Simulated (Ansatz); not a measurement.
Relaxation of AlH$_{7}$O$_{2}$Si (11 atoms, charge 0, multiplicity 1), to a largest force component of 0.03 eV/Å in at most 50 steps.

The calculation used RHF/6-31G* (Ansatz).

```xyz
11
Properties=species:S:1:pos:R:3
Al -0.151 -0.385 0.013
O -0.005 -0.722 1.716
H -0.765 -0.818 2.269
O 1.237 -0.512 -0.944
H 2.085 -0.767 -0.614
H -1.529 -0.060 -0.668
Si 0.172 2.928 1.167
H 0.795 3.464 2.389
H 0.971 3.293 -0.016
H -1.197 3.457 1.022
H 0.104 1.466 1.290
```

Q: Where does it end, and by what steps?

A: The forces met the threshold. After 37 steps the energy has fallen by 0.303 eV; H10 moved furthest, 1.29 Å.

```json
{"step": "0", "energy less start (eV)": "0.0000", "largest force component (eV/Å)": "1.064", "accepted": "yes"}
{"step": "2", "energy less start (eV)": "-0.1574", "largest force component (eV/Å)": "0.593", "accepted": "yes"}
{"step": "4", "energy less start (eV)": "-0.2499", "largest force component (eV/Å)": "0.202", "accepted": "yes"}
{"step": "6", "energy less start (eV)": "-0.2570", "largest force component (eV/Å)": "0.132", "accepted": "yes"}
{"step": "8", "energy less start (eV)": "-0.2589", "largest force component (eV/Å)": "0.078", "accepted": "yes"}
{"step": "10", "energy less start (eV)": "-0.2600", "largest force component (eV/Å)": "0.031", "accepted": "yes"}
{"step": "12", "energy less start (eV)": "-0.2607", "largest force component (eV/Å)": "0.033", "accepted": "yes"}
{"step": "14", "energy less start (eV)": "-0.2615", "largest force component (eV/Å)": "0.032", "accepted": "yes"}
{"step": "16", "energy less start (eV)": "-0.2619", "largest force component (eV/Å)": "0.035", "accepted": "yes"}
{"step": "18", "energy less start (eV)": "-0.2622", "largest force component (eV/Å)": "0.035", "accepted": "yes"}
{"step": "20", "energy less start (eV)": "-0.2627", "largest force component (eV/Å)": "0.120", "accepted": "yes"}
{"step": "22", "energy less start (eV)": "-0.2637", "largest force component (eV/Å)": "0.069", "accepted": "yes"}
{"step": "24", "energy less start (eV)": "-0.2648", "largest force component (eV/Å)": "0.221", "accepted": "no"}
{"step": "26", "energy less start (eV)": "-0.2655", "largest force component (eV/Å)": "0.047", "accepted": "yes"}
{"step": "28", "energy less start (eV)": "-0.2689", "largest force component (eV/Å)": "0.207", "accepted": "yes"}
{"step": "30", "energy less start (eV)": "-0.2816", "largest force component (eV/Å)": "0.052", "accepted": "yes"}
{"step": "32", "energy less start (eV)": "-0.2886", "largest force component (eV/Å)": "0.343", "accepted": "no"}
{"step": "34", "energy less start (eV)": "-0.2980", "largest force component (eV/Å)": "0.059", "accepted": "yes"}
{"step": "36", "energy less start (eV)": "-0.3014", "largest force component (eV/Å)": "0.084", "accepted": "yes"}
{"step": "37", "energy less start (eV)": "-0.3027", "largest force component (eV/Å)": "0.011", "accepted": "yes"}
```

```xyz
11
Properties=species:S:1:pos:R:3
Al -0.143 -0.626 0.158
O -0.152 -1.540 1.587
H -0.908 -1.979 1.942
O 1.317 0.106 -0.298
H 2.113 0.021 0.204
H -1.401 -0.498 -0.773
Si 0.189 3.174 0.952
H 1.519 2.945 1.543
H 0.296 3.424 -0.493
H -0.448 4.330 1.612
H -0.664 1.986 1.189
```

Whether the end is a true minimum wasn't checked by a vibrational analysis.

The run took 68 s on 1 thread of Arm Neoverse V1, with other jobs on the host, peak memory 0.14 GiB.
